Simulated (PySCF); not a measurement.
PySCF input (M06-L/def2-TZVPD):

```python
from pyscf import gto, scf, dft

mol = gto.M(
    atom='''
    Al   -0.00000000   -0.00000000   -1.37767460
    Al    0.00000000    0.00000000    1.37767460
    ''',
    basis='def2-tzvpd',
    charge=0,
    spin=2,
    symmetry='D2h',
    verbose=4,
)

mf = dft.UKS(mol, xc='m06l').density_fit(auxbasis='def2-universal-jkfit')
mf.grids.level = 4
mf.conv_tol = 1e-9
mf.max_cycle = 100
mf.max_memory = 1500
mf.kernel()
if not mf.converged:
    mf = mf.newton()
    mf.kernel(mf.make_rdm1())
mf.analyze()
```

End of the output:

```
Extra cycle  E= -484.751300449858  delta_E= -3.52e-12  |g|= 1.03e-06  |ddm|= 1.86e-05
converged SCF energy = -484.751300449858  <S^2> = 2.0061385  2S+1 = 3.0040895
**** SCF Summaries ****
Total Energy =                        -484.751300449858149
Nuclear Repulsion Energy =              32.457210376630307
One-electron Energy =                 -738.677683564735617
Two-electron Energy =                  221.469172738247153
Two-electron Coulomb Energy =          258.626221722137643
DFT Exchange-Correlation Energy =      -37.157048983890483
HOMO-LUMO gap [eV] =                     0.575280929743547
Wave-function symmetry = B2u
alpha occupancy for each irrep:     Ag  B1g  B2g  B3g   Au  B1u  B2u  B3u
                                     5    0    1    1    0    4    2    1
beta  occupancy for each irrep:     Ag  B1g  B2g  B3g   Au  B1u  B2u  B3u
                                     4    0    1    1    0    4    1    1
**** MO energy ****
alpha MO #1 (B1u #1), energy= -55.7710217433668 occ= 1
alpha MO #2 (Ag #1), energy= -55.7710144693256 occ= 1
alpha MO #3 (Ag #2), energy= -4.10603126506265 occ= 1
alpha MO #4 (B1u #2), energy= -4.10600780753877 occ= 1
alpha MO #5 (B3u #1), energy= -2.6157373512088 occ= 1
alpha MO #6 (B2g #1), energy= -2.61571569001233 occ= 1
alpha MO #7 (B2u #1), energy= -2.61250858580092 occ= 1
alpha MO #8 (B3g #1), energy= -2.61248849347043 occ= 1
alpha MO #9 (Ag #3), energy= -2.61081958711335 occ= 1
alpha MO #10 (B1u #3), energy= -2.61047957670234 occ= 1
alpha MO #11 (Ag #4), energy= -0.352577213195261 occ= 1
alpha MO #12 (B1u #4), energy= -0.259156824430269 occ= 1
alpha MO #13 (Ag #5), energy= -0.141183138498944 occ= 1
alpha MO #14 (B2u #2), energy= -0.139802166358106 occ= 1
alpha MO #15 (B3u #2), energy= -0.118660981953875 occ= 0
alpha MO #16 (B3g #2), energy= -0.0680828826747133 occ= 0
alpha MO #17 (B2g #2), energy= -0.0541468800938203 occ= 0
alpha MO #18 (B1u #5), energy= 0.00900979066710583 occ= 0
alpha MO #19 (Ag #6), energy= 0.0223795245514431 occ= 0
alpha MO #20 (B1u #6), energy= 0.0529332527150892 occ= 0
alpha MO #21 (Ag #7), energy= 0.0535024142059246 occ= 0
alpha MO #22 (B1g #1), energy= 0.0575753132350095 occ= 0
alpha MO #23 (Ag #8), energy= 0.06909348085731 occ= 0
alpha MO #24 (B2u #3), energy= 0.0731912453207708 occ= 0
alpha MO #25 (B3u #3), energy= 0.0788563886279099 occ= 0
alpha MO #26 (B2g #3), energy= 0.0909882178531949 occ= 0
alpha MO #27 (B3g #3), energy= 0.0944003027512421 occ= 0
alpha MO #28 (B1u #7), energy= 0.10436919500688 occ= 0
alpha MO #29 (Au #1), energy= 0.1086102380652 occ= 0
alpha MO #30 (B1u #8), energy= 0.115978699557918 occ= 0
alpha MO #31 (B2u #4), energy= 0.176943543685662 occ= 0
alpha MO #32 (B3u #4), energy= 0.18174716094466 occ= 0
alpha MO #33 (Ag #9), energy= 0.189887316984812 occ= 0
alpha MO #34 (B1g #2), energy= 0.206643311630094 occ= 0
alpha MO #35 (Ag #10), energy= 0.210107401433653 occ= 0
alpha MO #36 (B2u #5), energy= 0.228070597191994 occ= 0
alpha MO #37 (B3u #5), energy= 0.236152730242011 occ= 0
alpha MO #38 (Au #2), energy= 0.253436501773099 occ= 0
alpha MO #39 (B1u #9), energy= 0.255698224997176 occ= 0
alpha MO #40 (B1u #10), energy= 0.258891436308376 occ= 0
alpha MO #41 (Ag #11), energy= 0.269078104914154 occ= 0
alpha MO #42 (B3g #4), energy= 0.298205063182348 occ= 0
alpha MO #43 (B2g #4), energy= 0.299683092973958 occ= 0
alpha MO #44 (B3g #5), energy= 0.316498782454119 occ= 0
alpha MO #45 (B2g #5), energy= 0.334685157490884 occ= 0
alpha MO #46 (Ag #12), energy= 0.34441170310201 occ= 0
alpha MO #47 (B1u #11), energy= 0.363484825886196 occ= 0
alpha MO #48 (B1u #12), energy= 0.517569144808924 occ= 0
alpha MO #49 (B1g #3), energy= 0.666733372181755 occ= 0
alpha MO #50 (Ag #13), energy= 0.670949458367611 occ= 0
alpha MO #51 (Ag #14), energy= 0.700640735702404 occ= 0
alpha MO #52 (B3u #6), energy= 0.706304636066692 occ= 0
alpha MO #53 (B2u #6), energy= 0.71225856444303 occ= 0
alpha MO #54 (B2u #7), energy= 0.737818689529072 occ= 0
alpha MO #55 (B3u #7), energy= 0.739540739981022 occ= 0
alpha MO #56 (B2g #6), energy= 0.789877768187798 occ= 0
alpha MO #57 (B3g #6), energy= 0.795087446178855 occ= 0
alpha MO #58 (B1g #4), energy= 0.795284490765475 occ= 0
alpha MO #59 (B2g #7), energy= 0.79659854630962 occ= 0
alpha MO #60 (B3g #7), energy= 0.800878888813639 occ= 0
alpha MO #61 (Ag #15), energy= 0.808632031292186 occ= 0
alpha MO #62 (Au #3), energy= 0.810414700940111 occ= 0
alpha MO #63 (B1u #13), energy= 0.819131598742159 occ= 0
alpha MO #64 (B3u #8), energy= 0.872543882966279 occ= 0
alpha MO #65 (B2u #8), energy= 0.877830871943527 occ= 0
alpha MO #66 (B1u #14), energy= 0.883081146054037 occ= 0
alpha MO #67 (Au #4), energy= 0.924308892297937 occ= 0
alpha MO #68 (B1u #15), energy= 0.930789444227104 occ= 0
alpha MO #69 (B1u #16), energy= 1.04826125057898 occ= 0
alpha MO #70 (B2g #8), energy= 1.11639277691801 occ= 0
alpha MO #71 (B3g #8), energy= 1.12769051040438 occ= 0
alpha MO #72 (Ag #16), energy= 1.12972038559739 occ= 0
alpha MO #73 (B3u #9), energy= 1.83896181400775 occ= 0
alpha MO #74 (B2u #9), energy= 1.85495820942213 occ= 0
alpha MO #75 (Ag #17), energy= 1.90324185013797 occ= 0
alpha MO #76 (B2g #9), energy= 1.98009765254322 occ= 0
alpha MO #77 (B3g #9), energy= 1.99196266767678 occ= 0
alpha MO #78 (B1u #17), energy= 2.40383900189275 occ= 0
alpha MO #79 (Ag #18), energy= 6.53712424244808 occ= 0
alpha MO #80 (B1u #18), energy= 6.72977660148346 occ= 0
alpha MO #81 (B3u #10), energy= 9.25289985061677 occ= 0
alpha MO #82 (B2u #10), energy= 9.26330652749359 occ= 0
alpha MO #83 (Ag #19), energy= 9.3175027945316 occ= 0
alpha MO #84 (B2g #10), energy= 9.35329411993142 occ= 0
alpha MO #85 (B3g #10), energy= 9.36383227016738 occ= 0
alpha MO #86 (B1u #19), energy= 9.67649419476083 occ= 0
beta  MO #1 (B1u #1), energy= -55.7680489222597 occ= 1
beta  MO #2 (Ag #1), energy= -55.7680417428568 occ= 1
beta  MO #3 (Ag #2), energy= -4.10362613805201 occ= 1
beta  MO #4 (B1u #2), energy= -4.10360848503929 occ= 1
beta  MO #5 (B3u #1), energy= -2.61398372774161 occ= 1
beta  MO #6 (B2g #1), energy= -2.6139609113044 occ= 1
beta  MO #7 (B2u #1), energy= -2.60869292873402 occ= 1
beta  MO #8 (B3g #1), energy= -2.60867043281475 occ= 1
beta  MO #9 (Ag #3), energy= -2.606221347266 occ= 1
beta  MO #10 (B1u #3), energy= -2.6059215690371 occ= 1
beta  MO #11 (Ag #4), energy= -0.314141045088457 occ= 1
beta  MO #12 (B1u #4), energy= -0.224641282203784 occ= 1
beta  MO #13 (B3u #2), energy= -0.10869603892696 occ= 0
beta  MO #14 (B2u #2), energy= -0.102061496637191 occ= 0
beta  MO #15 (Ag #5), energy= -0.0976883838708478 occ= 0
beta  MO #16 (B2g #2), energy= -0.0428329176108133 occ= 0
[...]
```
